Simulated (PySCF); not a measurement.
## Correlation energy of Zn(18+) (zinc, charge +18)

Starting occupation: [Ne] 3s2. All numbers are calculated (PySCF 2.14, X2C-1e with screened-nucleus spin-orbit coupling, Gaussian nucleus, in an uncontracted even-tempered set (19 s from 0.6 bohr⁻², ratio 2.6; 13 p from 0.78 bohr⁻², ratio 2.6; 7 d from 0.8 bohr⁻², ratio 2.8; 4 f from 13 bohr⁻², ratio 2.8)). Frozen: 1s2; 10 electrons correlated; the 50 highest virtual spinors left out.

MP2 pair energies summed by pair of shells (mhartree):

| pair | energy | share (%) |
| --- | --- | --- |
| 2p1/2-2p3/2 | -95.30 | 23.1 |
| 2p3/2-2p3/2 | -91.44 | 22.2 |
| 3s1/2-3s1/2 | -75.66 | 18.3 |
| 2p3/2-2s1/2 | -39.62 | 9.6 |
| 2p3/2-3s1/2 | -33.94 | 8.2 |
| 2p1/2-2p1/2 | -22.08 | 5.4 |
| 2p1/2-2s1/2 | -19.95 | 4.8 |
| 2p1/2-3s1/2 | -16.51 | 4.0 |
| 2s1/2-2s1/2 | -10.36 | 2.5 |
| 2s1/2-3s1/2 | -7.66 | 1.9 |

Total MP2 correlation energy: -412.54 mhartree.

The virtual space was cut to 56 spinors, which keep -356.81 of the -412.54 mhartree of MP2 correlation.

| level | correlation energy (mhartree) |
| --- | --- |
| CCSD | -382.25 |
| (T) | -1.37 |
| CCSD(T) | -383.62 |

Diagnostics: T1 = 0.00056, largest double amplitude 0.091.

Is a single reference adequate?

Mostly. T1 lies below 0.03, but a double amplitude of this size points to a near-degeneracy that CCSD handles and MP2 describes poorly.

The coupled-cluster values are those of the cut space; adding the MP2 remainder, -55.73 mhartree, estimates the full space.
